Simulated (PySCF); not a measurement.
PySCF input:

```python
from pyscf import gto, scf, dft

mol = gto.M(
    atom='''
    Si   -0.17545553    0.05598671    0.04557156
    F    -0.33574762   -0.82939764    1.34452217
    N     1.62081074   -0.46279875   -0.30247024
    N    -0.05782668    1.71496153    0.16418238
    N    -1.14929677   -0.50586296   -1.17921486
    H     2.26044420   -0.22730289    0.45973894
    H     1.98047058   -0.02312923   -1.15123111
    H     0.59910978    2.20399456    0.75426392
    H    -0.85476341    2.29779063   -0.05048269
    H    -1.37553622    0.02166692   -2.00796858
    H    -1.70775276   -1.34136587   -1.08696373
    H     1.68032283   -1.47498811   -0.43353893
    ''',
    basis='def2-tzvpd',
    charge=1,
    spin=0,
    verbose=4,
)

mf = scf.RHF(mol).density_fit(auxbasis='def2-universal-jkfit')
mf.conv_tol = 1e-9
mf.max_cycle = 100
mf.max_memory = 1500
mf.kernel()
if not mf.converged:
    mf = mf.newton()
    mf.kernel(mf.make_rdm1())
mf.analyze()
```

Q: Which total energy does the run end on?

A: -555.89738 Eh (HF/def2-TZVPD).

It need not be the lowest isomer of its formula.
